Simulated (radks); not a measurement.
Problem. The mean radii <r> (bohr) of the occupied orbitals of an atom or ion are listed with their occupations. All-electron calculation, Dirac Kohn-Sham, LDA (Slater exchange, Perdew-Wang correlation), spin-unpolarised, spherical densities, point nucleus. Program: a radial shooting solver on a logarithmic mesh with Libxc functionals.

| orbital | occ. | <r> |
|---|---|---|
| 1s1/2 | 2 | 0.1116 |
| 2s1/2 | 2 | 0.5686 |
| 2p1/2 | 2 | 0.5338 |
| 2p3/2 | 4 | 0.5360 |
| 3s1/2 | 1 | 1.866 |
| 4p1/2 | 1 | 4.880 |

Name the element and its charge. Open shells, if any, fill j = l - 1/2 first.

Solution. Z = 14, silicon, charge +2: Si2+ in [Ne] 3s1 4p1. The 1s radius gives Z: for a bare nucleus <r> = (2 gamma + 1)/(2Z) with gamma = sqrt(1 - (Z/c)^2), 0.1068 bohr for Z = 14, and screening makes it slightly larger (0.1116 here). The occupations add up to 12, and the charge is Z minus that.
